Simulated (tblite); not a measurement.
Input of a run (GFN2-xTB geometry optimisation, gas phase (tblite 0.8.0)), started from a force field or distance geometry:
```
{"job": {"kind": "relax", "xc": "GFN2-xTB", "basis": "xTB"}, "charge": 0, "multiplicity": 2}
C      1.427900     1.829400     0.631500
Si     1.388800     0.271200    -0.361400
Si     3.302500    -0.872800    -0.297100
Si    -0.205800    -1.031700     0.458400
C     -1.668700    -0.871900    -0.661500
Si    -2.866600     0.450200    -0.129800
H      2.445000     2.031500     1.007100
H      0.747200     1.733800     1.497800
H      1.149100     2.704800    -0.002800
H      1.067500     0.577500    -1.748500
H      3.210500    -1.880900    -1.380600
H      3.369200    -1.608500     0.962400
H     -0.561600    -0.645500     1.839300
H      0.273000    -2.438300     0.517300
H     -1.285900    -0.655000    -1.696900
H     -2.191000    -1.838400    -0.650500
H     -3.222900     0.163200     1.270100
H     -2.326000     1.796100    -0.287400
H     -4.062000     0.294600    -0.974700
```

Output (eV, eV/Å):
```
step      E/eV     max force
  0    -482.00687    1.688
  1    -482.13856    0.687
  2    -482.18837    0.437
  3    -482.22634    0.454
  4    -482.27546    0.551
  5    -482.30072    0.424
  6    -482.31571    0.279
  7    -482.33060    0.266
  8    -482.34770    0.411
  9    -482.36826    0.550
 10    -482.38683    0.423
 11    -482.39650    0.189
 12    -482.40158    0.156
 13    -482.40803    0.212
 14    -482.41594    0.272
 15    -482.42417    0.284
 16    -482.43204    0.224
 17    -482.43928    0.175
 18    -482.44583    0.207
 19    -482.45247    0.202
 20    -482.45837    0.178
 21    -482.46351    0.191
 22    -482.46917    0.204
 23    -482.47500    0.194
 24    -482.48009    0.163
 25    -482.48504    0.152
 26    -482.49058    0.179
 27    -482.49691    0.200
 28    -482.50346    0.194
 29    -482.50845    0.144
 30    -482.51168    0.122
 31    -482.51457    0.144
 32    -482.51759    0.198
 33    -482.52024    0.180
 34    -482.52212    0.109
 35    -482.52346    0.072
 36    -482.52477    0.103
 37    -482.52613    0.106
 38    -482.52733    0.100
 39    -482.52835    0.087
 40    -482.52935    0.091
 41    -482.53039    0.098
 42    -482.53144    0.089
 43    -482.53244    0.075
 44    -482.53343    0.074
 45    -482.53465    0.101
 46    -482.53634    0.130
 47    -482.53830    0.127
 48    -482.54008    0.101
 49    -482.54155    0.088
 50    -482.54275    0.084
 51    -482.54371    0.067
 52    -482.54447    0.055
 53    -482.54504    0.054
 54    -482.54556    0.055
 55    -482.54619    0.062
 56    -482.54693    0.061
 57    -482.54763    0.064
 58    -482.54818    0.055
 59    -482.54866    0.056
 60    -482.54916    0.057
 61    -482.54970    0.051
 62    -482.55021    0.057
 63    -482.55068    0.054
 64    -482.55122    0.074
 65    -482.55191    0.081
 66    -482.55260    0.061
 67    -482.55321    0.062
 68    -482.55380    0.060
 69    -482.55460    0.087
 70    -482.55585    0.136
 71    -482.55757    0.153
 72    -482.55939    0.114
 73    -482.56079    0.070
 74    -482.56163    0.057
 75    -482.56199    0.093
 76    -482.56284    0.075
 77    -482.56395    0.071
 78    -482.56574    0.081
 79    -482.56730    0.098
 80    -482.56825    0.094
 81    -482.56929    0.080
 82    -482.56984    0.083
 83    -482.57053    0.071
 84    -482.57119    0.070
 85    -482.57201    0.072
 86    -482.57305    0.106
 87    -482.57441    0.105
 88    -482.57562    0.067
 89    -482.57633    0.061
 90    -482.57664    0.057
 91    -482.57712    0.084
 92    -482.57782    0.086
 93    -482.58005    0.076
 94    -482.58159    0.082
 95    -482.58299    0.079
 96    -482.58423    0.082
 97    -482.58523    0.075
 98    -482.58604    0.109
 99    -482.58735    0.103
100    -482.59186    0.111
101    -482.59399    0.128
102    -482.59496    0.111
103    -482.59574    0.124
104    -482.59650    0.072
105    -482.59717    0.042
106    -482.59751    0.031
107    -482.59774    0.041
108    -482.59794    0.044
109    -482.59828    0.045
110    -482.59876    0.046
111    -482.59923    0.038
112    -482.59955    0.058
113    -482.59977    0.033
114    -482.60000    0.029
115    -482.60044    0.049
116    -482.60099    0.059
117    -482.60191    0.082
118    -482.60296    0.081
119    -482.60407    0.068
120    -482.60502    0.064
121    -482.60588    0.058
122    -482.60673    0.082
123    -482.60755    0.069
124    -482.60835    0.064
125    -482.60915    0.070
126    -482.60986    0.064
127    -482.61031    0.054
128    -482.61080    0.066
129    -482.61115    0.047
130    -482.61143    0.040
131    -482.61168    0.049
132    -482.61199    0.045
133    -482.61220    0.043
134    -482.61239    0.035
135    -482.61247    0.021
136    -482.61253    0.019
137    -482.61260    0.021
138    -482.61268    0.026
139    -482.61276    0.025
140    -482.61285    0.020
141    -482.61296    0.030
142    -482.61309    0.034
143    -482.61324    0.030
144    -482.61339    0.023
145    -482.61352    0.039
146    -482.61365    0.025
147    -482.61379    0.018
148    -482.61389    0.017
149    -482.61397    0.020
150    -482.61407    0.023
151    -482.61417    0.025
152    -482.61429    0.025
153    -482.61443    0.023
154    -482.61456    0.022
155    -482.61468    0.020
156    -482.61478    0.021
157    -482.61485    0.019
158    -482.61492    0.016
159    -482.61499    0.020
160    -482.61507    0.018
161    -482.61515    0.024
162    -482.61522    0.020
163    -482.61527    0.019
164    -482.61531    0.018
165    -482.61536    0.014
166    -482.61539    0.016
167    -482.61543    0.012
168    -482.61545    0.011
169    -482.61548    0.012
170    -482.61552    0.021
171    -482.61559    0.027
172    -482.61569    0.027
173    -482.61579    0.019
174    -482.61586    0.018
175    -482.61592    0.014
176    -482.61596    0.015
177    -482.61600    0.017
178    -482.61603    0.010
179    -482.61605    0.009
```

**Question.** Summarise the run.

**Answer.** The energy falls by 58.8 kJ/mol over 179 L-BFGS steps, the largest force on an atom goes from 1.69 to 0.009 eV/Å, and the atoms move by 0.693 Å rms after alignment. The bond that changes most is Si2–Si4 (ends: silicon bonded to C, 2 Si and H; silicon bonded to C, Si and 2 H), which lengthens by 0.116 Å. Bonds longer at the end by more than 0.005 Å: 8 of 18; shorter: 9. Among the angles that change most is Si3–Si2–Si4, from 107.8° to 123.6°. Among the dihedrals that turn most is H9–C1–Si2–Si4, from -115° to -51°. The energy never rose by more than 1e-5 eV on the way. The first step brought 22 % of the lowering.

**Question.** What are the final bond lengths?

**Answer.** C1–Si2 1.910 Å, Si2–Si3 2.285 Å, Si2–Si4 2.333 Å, Si4–C5 1.908 Å, C5–Si6 1.897 Å, C1–H7 1.086 Å, C1–H8 1.087 Å, C1–H9 1.086 Å, Si2–H10 1.488 Å, Si3–H11 1.468 Å, Si3–H12 1.468 Å, Si4–H13 1.472 Å, Si4–H14 1.476 Å, C5–H15 1.091 Å, C5–H16 1.091 Å, Si6–H17 1.466 Å, Si6–H18 1.466 Å, Si6–H19 1.466 Å. Numbering counts from 1 in the input's order; the species is `[Si@@H]([SiH2]C[SiH3])([SiH2])C` [radical].

The run took 2.2 s of wall time on Intel Xeon Platinum 8488C, one thread (shared host).

Its GFN2-xTB frequencies are all real (lowest 20 cm⁻¹). 3 starts were optimised and ended at 0.00, 0.92 and 1.93 kcal/mol (GFN2-xTB); the lowest of these is shown.

One conformer stands for the species.

These are computed values.
